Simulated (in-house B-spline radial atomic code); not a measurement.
A run on neutral germanium that did not converge. Method: scalar-relativistic (X2C) r2SCAN, spin-polarised, spherical fractional occupations, Fermi nucleus of rms radius 4.0742 fm; computed with an all-electron radial atomic-structure program (B-spline basis).

Command:
```bash
python run_scf.py task.json out
```
Settings (nuclear radius in fm, mass in u):
```
Z                32
configuration    [Ar] 3d9 4s2 4p2 5s1
hamiltonian      x2c
method           r2scan
spin_polarised   True
nucleus          fermi
rms_radius       4.0742
atomic_mass      73.92118
speed_of_light   137.035999084
```

First and last ten iterations of the last attempt (damped for 15 steps, keeping 80 % of the old Fock matrix, then DIIS):
```
 iter        energy (Eh)    residual
    1       -2097.464679    6.27e-02
    2       -2097.469171    1.42e-03
    3       -2097.469192    1.20e-03
    4       -2097.469201    9.96e-04
    5       -2097.469205    8.15e-04
    6       -2097.469208    6.61e-04
    7       -2097.469209    5.33e-04
    8       -2097.469211    4.29e-04
    9       -2097.469211    3.44e-04
   10       -2097.469212    2.90e-04
  111       -2097.469213    2.42e-06
  112       -2097.469213    6.95e-07
  113       -2097.469213    6.95e-07
  114       -2097.469213    6.95e-07
  115       -2097.469213    6.95e-07
  116       -2097.469213    6.95e-07
  117       -2097.469213    6.95e-07
  118       -2097.469213    2.42e-06
  119       -2097.469213    2.42e-06
  120       -2097.469213    2.42e-06
 not converged after 120 iterations
```

The smallest residual met was 7.0e-07; the threshold is about 3e-07. Over the last five steps the energy moves by less than 1e-08 hartree, but the orbitals didn't meet the threshold. Run time, properties included: 6.4 s on 1 thread of Intel(R) Xeon(R) Platinum 8488C (shared host).
